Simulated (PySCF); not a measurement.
**Telling isomers of C8H7FO apart by NMR**

- coordinates at the GFN2-xTB level
- σ from GIAO-PBE0/pcSseg-1
- run in PySCF 2.14
- non-relativistic Hamiltonian, one computed conformer, one averaged value for each set of equivalent atoms, no solvent

Chemical shifts δ = σref − σ; 1H and 13C vs TMS, all at this level. Splittings of carbon signals by F and P are missing where no couplings were computed. Where no couplings were computed, multiplicities follow the n + 1 count of equivalent neighbours, and m marks all less simple cases (inequivalent or close neighbours, rings, F or P nearby). Shifts are as computed. Against solution values, carbons near 30 ppm lie about +3 ppm off and those near 130 ppm about +5 ppm. Of 1211 compounds with measured shifts, 218 miss one by over three times the rms of a fit or turn the order of signals round; such compounds aren't used in these exercises.

(1) Tabulate the signals of `CC(=O)c1ccc(F)cc1`, `O=C[C@@]12C=C[C@@H](C1)C(F)=C2` and their relative energies.

(2) What is the quickest way to tell CC(=O)c1ccc(F)cc1 from O=C[C@@]12C=C[C@@H](C1)C(F)=C2?

Answers

(1) 
```json
{"SMILES": "CC(=O)c1ccc(F)cc1", "carbon types": "3×C 4×CH 1×CH3", "δC": "198.3, 176.3, 137.8, 136.5, 121.1, 28.4", "δH": "8.42 (m, 2H), 7.41 (m, 2H), 2.63 (s, 3H)", "E rel. (kcal/mol)": "0.0"}
{"SMILES": "O=C[C@@]12C=C[C@@H](C1)C(F)=C2", "carbon types": "2×C 5×CH 1×CH2", "δC": "205.1, 196.2, 154.1, 152.1, 115.9, 77.7, 72.0, 54.2", "δH": "10.74 (s, 1H), 7.38 (m, 1H), 7.27 (m, 1H), 6.00 (m, 1H), 3.32 (m, 1H), 2.52 (m, 1H), 2.40 (m, 1H)", "E rel. (kcal/mol)": "59.7"}
```

Energies are electronic energies at PBE0/pcSseg-1 on these geometries, without zero-point or thermal terms, each for the one conformer computed, which needn't be the lowest.

(2) Count the carbon signals: 6 against 8. The first has a methyl carbon α to a carbonyl (CH3) at 28.4 ppm, the second an aldehyde carbonyl carbon (CH) at 205.1 ppm. Their most deshielded carbons lie at 198.3 and 205.1 ppm. In the proton spectra the most deshielded non-exchanging signals are 8.42 (m, 2H) and 10.74 (s, 1H).
